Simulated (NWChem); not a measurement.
# fluoroethane (C₂H₅F); SMILES CCF

Computed with NWChem. Structure relaxed at the B3LYP/6-31G* (spherical d) level. Isotropic polarisability at PBE0/def2-SVPD. A Cauchy series cut after its second term is a line in ω².

| row | ω² (10⁻³ Ha²) | α (bohr³) |
|---|---|---|
| static | 0.00 | 28.63 |
| 1065 nm | 1.83 | 28.79 |
| 589 nm | 5.98 | withheld |
| 400 nm | 12.97 | 29.84 |

Question: Fit a straight line of the last column on the one before it, predict the withheld value, and compare with the run.

Answer: 
1. Means of the 3 shown rows: x = 4.933, y = 29.087. Slope Σ(x − x̄)(y − ȳ)/Σ(x − x̄)² = 9.228/98.56 = 0.09363; intercept 28.625.
2. The shown rows scatter about the line by 0.005 (root mean square); the largest residual is -0.01, at 1065 nm.
3. At x = 5.98 (589 nm; inside the shown range) the line gives 29.18.
4. The run gives 29.17, -0.01 from the line. The intercept estimates α(0), and the slope, 93.6 bohr³/Ha², the next Cauchy moment.
